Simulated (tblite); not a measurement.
Isomers of C5H8SSi. Level: GFN2-xTB in tblite, geometry and Hessian alike; calculated harmonic values, unscaled, isolated species. This tight-binding method is rough: wavenumbers can miss measured ones by several per cent, in bad cases by 10 to 20. Modes of hydrogen on silicon can be 10 to 20 % off. One conformer each.

Electronic energies: GFN2-xTB at the same geometries; isomer energies are rough at this level and their order can be wrong.

```tsv
SMILES	electronic energy, lowest = 0 (kcal/mol)
C1=C(C2CC2)S[SiH2]1	0.0
CSC1=CC=C[SiH2]1	17.3
C#C[SiH2]/C=C/SC	50.0
```

Problem. How do GFN2-xTB zero-point energies change the relative energies?

Solution. 
```csv
SMILES,ZPE (kcal/mol),of it from modes above 1550 cm⁻¹,electronic (kcal/mol),"with ZPE, lowest = 0 (kcal/mol)",lowest mode (cm⁻¹),rings
C1=C(C2CC2)S[SiH2]1,69.2,35.4,0.0,0.0,57,2
CSC1=CC=C[SiH2]1,67.6,35.0,17.3,15.8,45,1
C#C[SiH2]/C=C/SC,65.5,38.4,50.0,46.3,19,0
```

The zero-point energies span 3.7 kcal/mol, from `C#C[SiH2]/C=C/SC` to `C1=C(C2CC2)S[SiH2]1`. The order is unchanged.
